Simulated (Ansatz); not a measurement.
A structure relaxed at PBE-D4/def2-SVP in Ansatz, charge 0, singlet:

```xyz
34

Cd    3.174   -3.719    2.128
S     3.855   -1.668   -0.284
S     0.724   -1.955    1.643
Cd    1.113    0.383    2.693
Cd    2.764    0.498   -1.965
S     1.924    1.509    0.291
S    -1.260    1.558    1.983
Cd   -0.059    3.372    0.422
Cd   -0.533   -2.852   -0.434
S     0.645   -1.013   -2.141
S    -2.574   -1.021   -0.516
Cd   -3.402    1.379    0.366
Cd   -1.792   -0.040   -2.881
S    -1.579    2.241   -1.480
H     3.848   -2.706    3.311
H     2.691   -4.919    1.028
H     5.082   -1.182    0.058
H     4.386   -2.521   -1.206
H    -0.119   -2.447    2.593
H     1.853    0.938    4.114
H     3.904    1.015   -3.105
H     2.974    2.301    0.641
H    -1.635    2.340    3.034
H    -1.737    4.991    3.719
H    -1.297    5.090    3.097
H     0.256    5.030    0.590
H    -0.866   -4.401   -1.041
H     0.927   -1.742   -3.257
H    -3.693   -1.704   -0.883
H    -5.308   -2.026   -3.075
H    -4.988    1.887    0.678
H    -2.392   -0.183   -4.461
H    -4.738   -1.672   -3.451
H    -2.150    3.238   -2.210
```

Task: Give its formula and point group.

Result: Cd₇H₂₀S₇. Point group Cs (tolerance 0.1 Å).

Task: Summarise the bond lengths by kind (pairs closer than 1.2 times the sum of covalent radii, bridged metal pairs left out).

Result: 18 × Cd–S 2.59 to 2.95 Å; 8 × H–S 1.36 Å; 8 × Cd–H 1.69 to 1.70 Å.

In the def2 sets Cd takes a core potential; there is no spin–orbit coupling. Single mean-field runs in def2-SVP are fitted with def2-universal-jkfit. In the singlet geometry the species has come apart into loosely held pieces. In the singlet, H24 and H25 lie 0.77 Å apart, H30 and H33 lie 0.77 Å apart (atoms count from 1), so H2 has formed as a molecule.
